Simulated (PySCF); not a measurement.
## Shapes and spin states of H4RuO

All numbers come from PBE0 in PySCF with Ru def2-TZVP with ECP28, O def2-TZVP, H def2-TZVP; scalar-relativistic core potentials, no spin–orbit coupling; density-fitted integrals.

Relaxations began from a few typed shapes and spin states; open shells are unrestricted. The search is not exhaustive: other isomers or separated fragments can lie lower, and high-lying points may rest on an excited occupation.

(1) Which is the lowest minimum found?
A. triplet C2v: Ru–H 1.592 Å (×2), Ru–H 1.669 Å (×2), Ru–O 1.675 Å; H–Ru–H 94.0° (×4), H–Ru–H 128.9°, H–Ru–H 161.6°, H–Ru–O 80.8° (×2), H–Ru–O 115.6° (×2)
B. triplet Cs: Ru–H 1.610 Å, Ru–H 1.612 Å (×2), Ru–H 1.624 Å, Ru–O 1.705 Å; H–Ru–H 44.7° (×2), H–Ru–H 85.1° (×2), H–Ru–H 88.2°, H–Ru–H 91.7°, H–Ru–O 127.4° (×2)
C. triplet C3v: Ru–H 1.564 Å (×3), Ru–H 1.648 Å, Ru–O 1.768 Å; H–Ru–H 66.1° (×3), H–Ru–H 104.6° (×3), H–Ru–O 113.9° (×3), H–Ru–O 180.0°
D. singlet Cs: H–H 0.869 Å, Ru–H 1.542 Å (×2), Ru–H 1.799 Å, Ru–H 1.822 Å, Ru–O 1.690 Å; H–H–Ru 74.6°, H–H–Ru 77.6°, H–Ru–H 27.8°, H–Ru–H 68.0°, H–Ru–H 76.8° (×2)
E. triplet Cs: Ru–H 1.579 Å, Ru–H 1.616 Å, Ru–H 1.649 Å (×2), Ru–O 1.657 Å; H–Ru–H 70.8° (×2), H–Ru–H 105.0° (×2), H–Ru–H 129.6°, H–Ru–H 140.9°, H–Ru–O 93.4° (×2)
F. singlet C4v: Ru–H 1.580 Å (×4), Ru–O 1.618 Å; H–Ru–H 76.5° (×4), H–Ru–H 122.3° (×2), H–Ru–O 118.8° (×4)

Results:

(1) F. The others lie at 134.9 (singlet Cs, a saddle point), 144.6 (triplet Cs, a saddle point), 208.3 (triplet Cs, a saddle point), 208.6 (triplet C3v, a saddle point), 260.4 (triplet C2v, a saddle point) kJ/mol above it.
